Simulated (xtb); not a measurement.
neopentasilane (H₁₂Si₅), singlet, at a GFN2-xTB geometry; GFN1-xTB with ALPB(chcl3) (xtb 6.7.1).

xtb was given this input:
```
$ xtb mol.xyz --gfn 1 --alpb chcl3 --json

# file mol.xyz
17

Si    -0.39987379    -0.88118962    -2.13497317
Si     0.00008728     0.00003811    -0.00007686
Si    -0.01936908     2.34160751    -0.10489889
Si    -1.67154749    -0.72989766     1.47203667
Si     2.09073072    -0.73054627     0.76788792
H     -1.68998104    -0.45654750    -2.68313463
H     -0.41130091    -2.34577006    -2.14253522
H      0.61550825    -0.47256910    -3.10822246
H      0.23433488     2.96233684     1.19721786
H     -1.30379917     2.87015447    -0.56972258
H      0.99732510     2.86932833    -1.01760325
H     -3.00679306    -0.28341603     1.06836245
H     -1.73661000    -2.19012134     1.56527369
H     -1.46866158    -0.23902180     2.83697536
H      2.17817573    -2.19028969     0.84962613
H      3.18787523    -0.30048259    -0.10188489
H      2.40353971    -0.22377048     2.10598823
```

Task: What does xtb print? Leave out banner, timings and long lists.

Result: 
```
   ID    Z sym.   atoms
    1   14 Si     1-5
    2    1 H      6-17

           -------------------------------------------------
          |                Calculation Setup                |
           -------------------------------------------------

           -------------------------------------------------
          |                 G F N 1 - x T B                 |
           -------------------------------------------------

      * Solvation model:               ALPB
        Solvent                        chcl3
        Parameter file                 internal GFN1-xTB/ALPB
        Dielectric constant                4.8100E+00
        Reference state                gsolv [1 M gas/solution]
        Free energy shift                  2.8899E-03 Eh       1.8134E+00 kcal/mol
        Temperature                        2.9815E+02 K
        Density                            1.4900E+00 kg/L
        Solvent mass                       1.1938E+02 g/mol
        Interaction kernel             P16
        Born radius scaling (c1)           1.4984E+00
        Born radii integrator          GBOBC
        Born offset                        0.0000E+00 a0       0.0000E+00 AA
        H-bond correction              false
        Ion screening                  false
        Surface tension                    1.0000E-05 Eh       1.5569E+01 dyn/cm
        Grid points                               230 per atom

          ...................................................
          :                      SETUP                      :
          :.................................................:
          :  # basis functions                  74          :
          :  # atomic orbitals                  69          :
          :  # shells                           39          :
          :  # electrons                        32          :
          :  # halogen bonds                     0          :
          :  max. iterations                   250          :
          :  Hamiltonian                  GFN1-xTB          :
          :  restarted?                      false          :
          :  GBSA solvation                   true          :
          :  PC potential                    false          :
          :  electronic temp.          300.0000000     K    :
          :  accuracy                    1.0000000          :
          :  -> integral cutoff          0.2500000E+02      :
          :  -> integral neglect         0.1000000E-07      :
[...]
         :: total energy             -15.709024751676 Eh    ::
[...]
    15H    -0.05548  0.02951   1.055  0.000  0.000
    16H    -0.05546  0.02953   1.055  0.000  0.000
    17H    -0.05542  0.02956   1.055  0.000  0.000

Wiberg/Mayer (AO) data.
largest (>0.10) Wiberg bond orders for each atom

 ---------------------------------------------------------------------------
     #   Z sym  total        # sym  WBO       # sym  WBO       # sym  WBO
 ---------------------------------------------------------------------------
     1  14 Si   4.019 --     2 Si   0.969     6 H    0.906     8 H    0.906
                             7 H    0.906     4 Si   0.101     5 Si   0.101
                             3 Si   0.101
     2  14 Si   4.436 --     4 Si   0.969     1 Si   0.969     5 Si   0.969
                             3 Si   0.969
     3  14 Si   4.019 --     2 Si   0.969     9 H    0.906    11 H    0.906
                            10 H    0.906     4 Si   0.101     1 Si   0.101
                             5 Si   0.101
     4  14 Si   4.019 --     2 Si   0.969    14 H    0.906    12 H    0.906
                            13 H    0.906     5 Si   0.101     1 Si   0.101
                             3 Si   0.101
     5  14 Si   4.019 --     2 Si   0.969    15 H    0.906    16 H    0.906
                            17 H    0.906     4 Si   0.101     1 Si   0.101
                             3 Si   0.101
     6   1 H    0.988 --     1 Si   0.906
     7   1 H    0.988 --     1 Si   0.906
     8   1 H    0.988 --     1 Si   0.906
     9   1 H    0.988 --     3 Si   0.906
    10   1 H    0.988 --     3 Si   0.906
    11   1 H    0.988 --     3 Si   0.906
    12   1 H    0.988 --     4 Si   0.906
    13   1 H    0.988 --     4 Si   0.906
    14   1 H    0.988 --     4 Si   0.906
    15   1 H    0.988 --     5 Si   0.906
    16   1 H    0.988 --     5 Si   0.906
    17   1 H    0.988 --     5 Si   0.906
 ---------------------------------------------------------------------------

Topologies differ in total number of bonds
Writing topology from bond orders to xtbtopo.mol

 dipole moment from electron density (au)
     X       Y       Z
   0.0002   0.0001  -0.0002  total (Debye):    0.001

           -------------------------------------------------
          | TOTAL ENERGY              -15.709024751676 Eh   |
          | GRADIENT NORM               0.009635323389 Eh/α |
          | HOMO-LUMO GAP               3.733047381355 eV   |
           -------------------------------------------------

normal termination of xtb
```
